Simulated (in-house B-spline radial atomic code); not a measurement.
Values are calculated unless marked as measured or tabulated.
# Two electrons in InAs: a spherical dot of radius 41.8 nm with hard walls with an ionised donor at its centre

For InAs the NSM archive of the Ioffe Institute lists m* = 0.023 m0 and ε = 15.15. Real donors also feel a central-cell potential, which shifts the ground state. In so narrow a gap the band flattens within tens of meV, so real spacings are smaller, by up to some tenths.

Effective-mass model with parabolic bands, a uniform dielectric constant, no image charges, no central-cell or spin-orbit terms. Two-electron levels come from full CI in B-splines with partial waves to l = 5 (up to 0.001 effective hartree above the limit).

(1) What are the effective units, and what is the potential in them?

In these units the lowest s and p orbitals lie at 1.2693 and 5.4467, and their Coulomb and exchange integrals are J_ss = 1.6174, J_sp = 1.4015 and K_sp = 0.2916. Full CI gives 4.0877 for the ground singlet, 7.8108 for the sp triplet, 8.3430 for the sp singlet and 13.5936 for the lowest triplet of two s orbitals.

(2) What does it cost to add the second electron, to first order and exactly?

(3) How far above the singlet do the triplets lie?

Answers

(1) Ha* = 27211.386 meV × 0.023/15.15² = 2.727 meV and a* = 0.0529177 nm × 15.15/0.023 = 34.86 nm. The radius is R = 1.2 a*, with −1/r added.

(2) To first order E = 2ε_s + J_ss = 4.1560, so the charging energy E(2) − 2E(1) is J_ss = 4.41 meV. CI gives 4.0877 − 2 × (1.2693) = 1.5491, or 4.224 meV: relaxation and correlation lower it by 0.1862 meV, 4.2 % of J_ss. The s² configuration of one-electron orbitals holds 99.4 % of the state, and the mean radius is 19.8 nm.

(3) To first order the sp triplet lies at ε_s + ε_p + J_sp − K_sp = 7.8259, which is 10.01 meV above 2ε_s + J_ss. CI gives 7.8108 − (4.0877) = 3.7231, or 10.15 meV, 89 % of the orbital spacing of 11.39 meV. The ss triplet lies 25.92 meV up, so the lower of the two is the sp one, and its gap equals k_BT at 118 K. The sp singlet-triplet splitting is 1.451 meV, against 2K_sp = 1.59 meV.
